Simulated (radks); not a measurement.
The numbers below are computed, except where a source is named.
Radial electron density D(r) = 4 pi r^2 rho(r) of an atom or ion with 17 electrons. Code: a radial shooting solver on a logarithmic mesh with Libxc functionals. Model: Dirac Kohn-Sham, exchange-only PBE, spin-unpolarised, spherical densities, finite nucleus; Fermi nuclear charge, rms radius of each element as measured or else 0.836 A^(1/3) + 0.57 fm.

```
   r/bohr * D(r) (the largest magnitude, 99.9, reaches the edge; | marks zero)
 0.001731 |    *
 0.001936 |     *
 0.002148 |      *
 0.002403 |       *
 0.002666 |        *
 0.002982 |          *
 0.003309 |            *
 0.003701 |              *
  0.00414 |                *
 0.004593 |                   *
 0.005138 |                     *
 0.005701 |                        *
 0.006377 |                           *
 0.007075 |                              *
 0.007914 |                                 *
 0.008852 |                                    *
 0.009822 |                                       *
  0.01099 |                                          *
  0.01219 |                                           *
  0.01363 |                                             *
  0.01513 |                                             *
  0.01692 |                                             *
  0.01893 |                                            *
    0.021 |                                           *
  0.02349 |                                          *
  0.02607 |                                        *
  0.02916 |                                       *
  0.03235 |                                       *
  0.03618 |                                        *
  0.04047 |                                           *
  0.04491 |                                             *
  0.05023 |                                                 *
  0.05574 |                                                    *
  0.06234 |                                                      *
  0.06917 |                                                      *
  0.07737 |                                                   *
  0.08654 |                                              *
  0.09603 |                                       *
   0.1074 |                               *
   0.1192 |                         *
   0.1333 |                     *
   0.1479 |                   *
   0.1654 |                   *
   0.1851 |                     *
   0.2053 |                     *
   0.2297 |                    *
   0.2548 |                 *
    0.285 |             *
   0.3163 |        *
   0.3538 |    *
   0.3957 |  *
   0.4391 |*
   0.4911 *
   0.5449 *
   0.6095 *
   0.6763 *
   0.7564 *
```

What is the nuclear charge?

Answer. Z = 62. The innermost maximum, from 1s, lies near gamma/Z bohr with gamma = sqrt(1 - (Z/c)^2) = 0.892, here 0.0144 bohr (found: 0.0159), and its height grows with Z. The density is that of the samarium ion Sm45+ in [Ne] 3s2 3p5; the configuration itself is not fixed sharply by these data, and Z only to a few units. D(r) has 3 maxima, at r = 0.0159, 0.0654, 0.205 bohr, and minima at 0.0311, 0.153 bohr, inside which lie 2.04, 10.50 electrons.
